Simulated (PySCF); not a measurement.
## Excitation energy of B⁺ by level of theory

B⁺ [He] 2s2 (1S) → B⁺ [He] 2s1 2p1, s spin flipped, as a difference of total energies. Calculation: PySCF 2.14, in aug-cc-pwCVTZ (7s6p4d2f, 59 functions); no relativity, point nucleus. Correlated levels: valence: 1s2 frozen. The calculations carry no spin-orbit coupling.

```tsv
method	excitation energy (cm⁻¹)
UHF	48692
MP2 (valence)	49958
SCS-MP2 (valence)	50211
```

The upper determinant mixes two multiplicities, so it lies between the two terms.

The coupled-cluster amplitudes are large for the upper state (T1 above 0.03 or a double amplitude above 0.15), so a single reference is strained.
